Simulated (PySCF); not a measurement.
# Open shells across a group: redox-flow and redox-shuttle molecule

Unrestricted BHandHLYP/6-31G*, gas phase, PySCF with density fitting, geometries GFN2-xTB; vertical differences of total energies; blanks did not converge.

Without diffuse functions Rydberg states are missing, so unbound LUMOs, wide gaps and states within about 2 eV of the ionisation energy come out too high, and electron affinities are rough.

| system | multiplicity | <S²> | largest Mulliken spin on one atom | ionisation energy / eV | electron affinity / eV | next higher spin state / eV |
| --- | --- | --- | --- | --- | --- | --- |
| C=Cc1c(C(C)(C)C)c([O])c(C(C)(C)C)c(C=C)c1C(C)(C)C (C22H33O) | 2 | 0.87 | 0.57 | 7.12 | 1.41 | 3.95 |
| CB(C)c1c(C(C)(C)C)c([O])c(C(C)(C)C)c(B(C)C)c1C(C)(C)C (C22H39B2O) | 2 | 0.85 | 0.68 | 6.70 | 1.02 | 4.11 |
| CSc1c(C(C)(C)C)cc(C(C)(C)C)c([O])c1C(C)(C)C (C19H31OS) | 2 | 0.86 | 0.51 | 7.37 | 1.60 | 3.69 |

Q: Give the same values for these members.

```
                                                          system  multiplicity
CC(C)(C)c1cc(C(C)(C)C)c([Si](C)(C)C)c(C(C)(C)C)c1[O] (C21H37OSi)             2
```

A: 
```
                                                          system  multiplicity  <S²>  largest Mulliken spin on one atom  ionisation energy / eV  electron affinity / eV  next higher spin state / eV
CC(C)(C)c1cc(C(C)(C)C)c([Si](C)(C)C)c(C(C)(C)C)c1[O] (C21H37OSi)             2  0.89                               0.58                    7.02                    1.27                         2.78
```
